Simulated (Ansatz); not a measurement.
The same path of CH₅ISiTe (9 atoms, charge 0, multiplicity 1) was run twice with different band settings. The coordinate that changes most is the dihedral H5–Te1–C2–Si3.

These are results of RKS PBE0-D4/def2-SVP in Ansatz, not measurements.

Relaxed end points:

```xyz
9
Properties=species:S:1:pos:R:3
Te -0.788 2.229 0.032
C 0.522 0.559 0.495
Si -0.301 -1.022 -0.072
I 1.193 -2.935 0.369
H -0.565 2.056 -1.610
H 1.507 0.735 0.041
H 0.640 0.571 1.589
H -1.564 -1.251 0.680
H -0.556 -0.988 -1.539
```

```xyz
9
Properties=species:S:1:pos:R:3
Te -0.280 2.226 -0.753
C 0.673 0.558 0.261
Si -0.183 -1.022 -0.253
I 0.821 -2.934 0.939
H -1.688 2.058 0.121
H 1.721 0.568 -0.075
H 0.660 0.739 1.345
H -1.627 -0.984 0.110
H -0.009 -1.256 -1.712
```

Common settings: movable images 7; climbing image yes; spring 5.0 eV/Å²; optimiser quadratic models (default); start path through a guess of the saddle point; end points relaxed.

| run | force threshold | iteration limit |
| --- | --- | --- |
| 1 | 0.03 eV/Å | 46 |
| 2 | 0.2 eV/Å | 59 |

(1) What does each run give, and how far can it be trusted?

Results:

(1) Run 1: converged after 8 iterations, highest image 0.046 eV above the first end. A vibrational analysis at the climbing image gives one clearly imaginary mode, 133i cm⁻¹: a first-order saddle point.
Run 2: converged after 4 iterations, highest image 0.047 eV above the first end. The threshold of 0.2 eV/Å is loose, so the images may lie well off the minimum-energy path. Another band between the same ends (7 images) ends at a top of the same energy, where a vibrational analysis finds 1 clearly imaginary mode.
